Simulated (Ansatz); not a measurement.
`O[Si](O)(O)[S]` radical. Total charge 0; spin multiplicity 2.

```xyz
8

O    -1.024   -0.933   -0.714
Si   -0.097    0.146    0.078
O     1.031   -0.706    0.898
O     0.475    1.164   -1.054
S    -1.070    1.343    1.531
H    -1.392   -1.664   -0.215
H     1.648   -0.210    1.440
H     0.428    0.859   -1.963
```

What are the harmonic wavenumbers in cm⁻¹ at PBE0-D4/def2-TZVP (Ansatz, finite differences of forces, unscaled)? (An estimate is asked.)

Computed: 103, 182, 207, 257, 305, 320, 334, 344, 531, 802, 818, 832, 859, 978, 994, 3906, 3916, 3928.

Is this a minimum?

Yes, all 18 modes are real.

Give the ideal-gas thermochemistry at 298.15 K and 1 bar (rigid rotor, harmonic oscillator; point group C1, symmetry number 1).

Zero-point energy 117.3 kJ/mol; H(298) − E = 139.0 kJ/mol; entropy 353.8 J/(mol·K), of which translation 167.6, rotation 113.0, vibration 67.4, electronic 5.8; G(298) − E = 33.5 kJ/mol.

Rotational constants (cm⁻¹)?

0.1347, 0.08223, 0.07863.
